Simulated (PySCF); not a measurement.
# Radial density of Te³⁵⁺ (tellurium, charge +35)

B3LYP, [Ne] 3s2 3p5, 2P determinant. Computed with PySCF 2.14 in an even-tempered Gaussian basis (16 s from 5.6 bohr⁻², ratio 2.5; 10 p from 7.3 bohr⁻², ratio 2.5; 5 d from 33 bohr⁻², ratio 2.7; 4 f from 50 bohr⁻², ratio 2.7), with the non-relativistic Hamiltonian (point nucleus).

```json
{"r (bohr)": "0.000561", "4πr²ρ (e/bohr)": "0.3712", "4πr²(ρα − ρβ)": "0.0000"}
{"r (bohr)": "0.000944", "4πr²ρ (e/bohr)": "1.009", "4πr²(ρα − ρβ)": "0.0000"}
{"r (bohr)": "0.00159", "4πr²ρ (e/bohr)": "2.670", "4πr²(ρα − ρβ)": "0.0000"}
{"r (bohr)": "0.00267", "4πr²ρ (e/bohr)": "6.750", "4πr²(ρα − ρβ)": "0.0001"}
{"r (bohr)": "0.00449", "4πr²ρ (e/bohr)": "15.81", "4πr²(ρα − ρβ)": "0.0009"}
{"r (bohr)": "0.00755", "4πr²ρ (e/bohr)": "32.56", "4πr²(ρα − ρβ)": "0.0070"}
{"r (bohr)": "0.0127", "4πr²ρ (e/bohr)": "54.32", "4πr²(ρα − ρβ)": "0.0440"}
{"r (bohr)": "0.0214", "4πr²ρ (e/bohr)": "65.55", "4πr²(ρα − ρβ)": "0.2241"}
{"r (bohr)": "0.0360", "4πr²ρ (e/bohr)": "58.03", "4πr²(ρα − ρβ)": "0.8121"}
{"r (bohr)": "0.0605", "4πr²ρ (e/bohr)": "68.57", "4πr²(ρα − ρβ)": "1.5557"}
{"r (bohr)": "0.102", "4πr²ρ (e/bohr)": "73.90", "4πr²(ρα − ρβ)": "0.5238"}
{"r (bohr)": "0.171", "4πr²ρ (e/bohr)": "30.10", "4πr²(ρα − ρβ)": "1.1297"}
{"r (bohr)": "0.288", "4πr²ρ (e/bohr)": "31.26", "4πr²(ρα − ρβ)": "4.2899"}
{"r (bohr)": "0.484", "4πr²ρ (e/bohr)": "4.775", "4πr²(ρα − ρβ)": "0.6378"}
{"r (bohr)": "0.814", "4πr²ρ (e/bohr)": "0.03221", "4πr²(ρα − ρβ)": "0.0040"}
```

A non-relativistic calculation at this Z misses sizeable relativistic shifts. Spin-orbit coupling, absent here, splits the open shell strongly.
